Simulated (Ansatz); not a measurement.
Reaction (redistribution): `[BH2][AlH][SiH3]` + `S[SiH2]CCl` → `BC[SiH2]S` + `[SiH3][AlH][Cl]`

Calculated with Ansatz (gas phase, PBE0-D4/def2-TZVP geometries, no zero-point term in ΔE). CCSD(T)/CBS is the MP2 limit (def2-TZVPP, def2-QZVPP) plus CCSD(T) − MP2 in def2-TZVPP, frozen cores. Each species was taken in one conformer, which may not be the lowest.

| species | CCSD(T)/CBS(def2) energy (Eh) |
| --- | --- |
| `[BH2][AlH][SiH3]` | -559.42478 |
| `S[SiH2]CCl` | -1187.72196 |
| `BC[SiH2]S` | -753.93032 |
| `[SiH3][AlH][Cl]` | -993.32756 |

Work out ΔE.

ΔE = (-753.93032) + (-993.32756) − (-559.42478) − (-1187.72196) = -0.11114 Eh = -3.02 eV.

What do rigid-rotor, harmonic-oscillator terms from PBE0-D4/def2-TZVP frequencies (298.15 K, 1 bar) make of the CCSD(T)/CBS value? (An estimate is asked.)

Ansatz gave: ΔZPE = +0.05 eV, ΔH = -2.98 eV, ΔS = 0 J/(mol·K), ΔG = -2.98 eV. Modes under 50 cm⁻¹ make the entropy rough.

Largest T1 diagnostic among the species: 0.013.

Leaving LDA and LC-ωPBE aside and taking each functional with its dispersion term where it has one, the values, not all of them listed here, spread over 0.24 eV, from r2SCAN0-D4 to revPBE-D4. LDA lies −0.08 eV from PBE without D4. At CCSD(T), def2-SVP lies −0.05 eV from the extrapolated value and def2-TZVPP +0.02 eV. From r2SCAN to r2SCAN0 (25 % exact exchange), in def2-TZVPP and without D4, ΔE moves by −0.04 eV.
